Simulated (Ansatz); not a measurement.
Cost and result for the atomization energy of AlClH6Si2, SMILES `[AlH2][SiH]([SiH3])Cl` (10 atoms, 9 bonds).

Z-matrix (Å, degrees):
```
Si
Si 1 2.343
Cl 1 2.084 2 107.3
Al 1 2.456 2 113.4 3 122.4
H 1 1.493 2 107.3 3 -114.2
H 2 1.489 1 109.1 3 175.5
H 2 1.487 1 111.1 3 54.9
H 2 1.488 1 109.7 3 -65.7
H 4 1.585 1 120.7 2 -111.9
H 4 1.588 1 118.5 2 66.6
```

The species carries charge 0 and has multiplicity 1. The structure was optimised at the PBE0-D4/def2-TZVP level. Program: Ansatz. All runs use 2 threads of an Arm Neoverse V1 on a shared host. Times are those of one run each, without the atoms' runs, and a repeat can differ threefold. Electronic energies, without spin–orbit coupling; frozen cores. CCSD(T)/CBS adds CCSD(T) − MP2 in def2-TZVPP to the MP2 limit, and its time is that of the two runs behind it. T1 = 0.012. B3LYP takes the VWN-RPA correlation (the form of Gaussian; ORCA's B3LYP/G). HSE06 is the plane-wave form, built on full-range PBE exchange.

CCSD(T)/CBS is a level of theory with its own doubt, some kJ/mol a heavy atom from the limit and from the frozen cores, so smaller differences don't rank the functionals.

```tsv
level	functions	wall time
LDA (SPW92)/def2-TZVPP	252	2.4 s
BLYP-D4/def2-TZVPP	252	3.9 s
CCSD(T)/def2-SVP	102	4.2 s
PBE-D4/def2-TZVPP (with forces)	252	4.7 s
HSE06-D4/def2-TZVPP	252	7.5 s
B3LYP-D4/def2-TZVPP (with forces)	252	10 s
B2PLYP/def2-TZVPP	252	11 s
ωB97X-V/def2-TZVPP	252	17 s
B97M-V/def2-TZVPP	252	21 s
ωB97M-V/def2-TZVPP (with forces)	252	24 s
MP2/def2-QZVPP	460	35 s
CCSD(T)/def2-TZVPP	252	8.1 min
CCSD(T)/CBS(def2)	–	8.7 min
```

Task: What atomization energy does each give, and how far from CCSD(T)/CBS? (An estimate is asked.)

Result: The calculation gave: 
```json
{"level": "LDA (SPW92)/def2-TZVPP", "atomization (kcal/mol)": "715.2", "difference from CCSD(T)/CBS": "61.1", "per bond": "6.8"}
{"level": "BLYP-D4/def2-TZVPP", "atomization (kcal/mol)": "639.3", "difference from CCSD(T)/CBS": "-14.8", "per bond": "-1.6"}
{"level": "CCSD(T)/def2-SVP", "atomization (kcal/mol)": "604.5", "difference from CCSD(T)/CBS": "-49.6", "per bond": "-5.5"}
{"level": "PBE-D4/def2-TZVPP (with forces)", "atomization (kcal/mol)": "643.6", "difference from CCSD(T)/CBS": "-10.5", "per bond": "-1.2"}
{"level": "HSE06-D4/def2-TZVPP", "atomization (kcal/mol)": "644.3", "difference from CCSD(T)/CBS": "-9.8", "per bond": "-1.1"}
{"level": "B3LYP-D4/def2-TZVPP (with forces)", "atomization (kcal/mol)": "648.9", "difference from CCSD(T)/CBS": "-5.2", "per bond": "-0.6"}
{"level": "B2PLYP/def2-TZVPP", "atomization (kcal/mol)": "638.8", "difference from CCSD(T)/CBS": "-15.3", "per bond": "-1.7"}
{"level": "ωB97X-V/def2-TZVPP", "atomization (kcal/mol)": "660.2", "difference from CCSD(T)/CBS": "6.1", "per bond": "0.7"}
{"level": "B97M-V/def2-TZVPP", "atomization (kcal/mol)": "664.7", "difference from CCSD(T)/CBS": "10.6", "per bond": "1.2"}
{"level": "ωB97M-V/def2-TZVPP (with forces)", "atomization (kcal/mol)": "652.0", "difference from CCSD(T)/CBS": "-2.1", "per bond": "-0.2"}
{"level": "MP2/def2-QZVPP", "atomization (kcal/mol)": "642.2", "difference from CCSD(T)/CBS": "-11.9", "per bond": "-1.3"}
{"level": "CCSD(T)/def2-TZVPP", "atomization (kcal/mol)": "635.3", "difference from CCSD(T)/CBS": "-18.8", "per bond": "-2.1"}
{"level": "CCSD(T)/CBS(def2)", "atomization (kcal/mol)": "654.1", "difference from CCSD(T)/CBS": "0.0", "per bond": "0.0"}
```

In def2-TZVPP, CCSD(T) changes the Hartree–Fock value by +136.2 kcal/mol (the triples alone add +6.4 kcal/mol) and MP2 by +131.9 kcal/mol; breaking electron pairs costs correlation energy, which Hartree–Fock lacks. Leaving LDA and LC-ωPBE aside and taking each functional with its dispersion term where it has one, the values, not all of them listed here, spread over 29.1 kcal/mol, from revPBE-D4 to B97M-V. LDA lies +77.7 kcal/mol from PBE without D4, its usual overbinding. From PBE to PBE0 (25 % exact exchange), in def2-TZVPP and without D4, the atomization energy moves by +1.4 kcal/mol.
